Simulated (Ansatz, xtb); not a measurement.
# Relative energy of two isomers of C4H8BClSi

Structure a: `C#CB(Cl)[SiH](C)C`, a singlet. Structure b: `CC#CBC[SiH2]Cl`, a singlet. Both are isolated molecules in the gas phase, relaxed with PBE0-D3(BJ)/def2-SVP; the shapes shown needn't be the lowest conformers.

a (Å):

| atom | x (Å) | y (Å) | z (Å) |
| --- | --- | --- | --- |
| C | 0.7297 | 2.0060 | -1.1892 |
| C | -0.0119 | 1.0618 | -1.4084 |
| C | -0.6769 | -1.3094 | 1.3743 |
| C | -3.0110 | 0.6196 | 0.7621 |
| B | -0.9623 | -0.1094 | -1.5600 |
| Cl | -1.1730 | -0.8260 | -3.1508 |
| Si | -1.9466 | -0.7829 | 0.0804 |
| H | 1.3894 | 2.8384 | -1.0182 |
| H | -2.8187 | -1.9497 | -0.2745 |
| H | -0.0046 | -0.4696 | 1.6101 |
| H | -0.0619 | -2.1490 | 1.0165 |
| H | -1.1756 | -1.6238 | 2.3046 |
| H | -2.3846 | 1.4969 | 0.9873 |
| H | -3.5164 | 0.3093 | 1.6901 |
| H | -3.7824 | 0.9271 | 0.0400 |

b (Å):

```xyz
15

C    -0.8968    3.1218   -1.6509
C    -0.9508    1.8760   -0.9130
C    -1.0052    0.8311   -0.2802
C     0.0914   -1.5025    0.4390
B    -1.0628   -0.4564    0.5131
Cl    0.8681   -0.5336    3.4361
Si    1.5233   -0.9279    1.5050
H    -1.8736    3.3538   -2.1038
H    -0.6445    3.9521   -0.9720
H    -0.1396    3.0947   -2.4497
H    -2.0054   -0.6434    1.2478
H    -0.1992   -2.5059    0.7858
H     0.5382   -1.5638   -0.5697
H     2.1186    0.3245    0.9639
H     2.5689   -1.9871    1.5977
```

Quicker runs give these differences E(b) − E(a): GFN2-xTB −31.3 kcal/mol; HF/STO-3G −8.3 kcal/mol (at GFN2-xTB geometries); r2SCAN-D4/def2-SVP −8.2 kcal/mol (at GFN2-xTB geometries).

Task: Estimate E(b) − E(a) at the level CCSD(T)/def2-SVP + ΔMP2/def2-TZVPP.

Result: Calculated at CCSD(T)/def2-SVP + ΔMP2/def2-TZVPP: E(b) − E(a) = −7.3 kcal/mol, so structure b lies lower.

How the difference moves with the method:

```
                             level              geometry  E(b) − E(a) (kcal/mol)  departure from the last row (kcal/mol)  job, with rough time for the two
                          GFN2-xTB              GFN2-xTB                     −31.3                                   −24.0              optimisation, 0.35 s
                         HF/STO-3G              GFN2-xTB                      −8.3                                    −1.0              single point, 0.42 s
                r2SCAN-D4/def2-SVP              GFN2-xTB                      −8.2                                    −0.9               single point, 4.2 s
              PBE0-D3(BJ)/def2-SVP  PBE0-D3(BJ)/def2-SVP                      −7.7                                    −0.4                optimisation, 59 s
                       HF/def2-SVP  PBE0-D3(BJ)/def2-SVP                     −13.0                                    −5.7           part of the CCSD(T) run
                      MP2/def2-SVP  PBE0-D3(BJ)/def2-SVP                      −7.5                                    −0.2           part of the CCSD(T) run
                  CCSD(T)/def2-SVP  PBE0-D3(BJ)/def2-SVP                      −6.3                                    +0.9                      single point
CCSD(T)/def2-SVP + ΔMP2/def2-TZVPP  PBE0-D3(BJ)/def2-SVP                      −7.3                                                        single point, 71 s
```

As drawn, b has 1 C–C, 1 C–B, 1 Cl–Si, 1 B–H, 1 Si–H in place of 1 B–Cl, 1 B–Si, 1 C–Si, 2 C–H.

The levels shown agree on the order. The largest departure from CCSD(T)/def2-SVP + ΔMP2/def2-TZVPP is that of GFN2-xTB, 24.0 kcal/mol. The last row adds to CCSD(T) the change of the MP2 difference between the two basis sets, here −0.9 kcal/mol.

With thermal terms from frequencies at re-optimised GFN2-xTB minima (ideal gas, soft modes damped towards free rotors, one conformer each, 298.15 K, 1 atm): on the last row, ΔE + ΔZPE = −8.6, ΔH = −8.9, ΔG = −8.3 kcal/mol.

The correlated steps freeze 15 core orbitals. Codes used: Ansatz 0.2.0, xtb 6.7.1; the last row on 4 threads of Arm Neoverse V1 on a shared host.
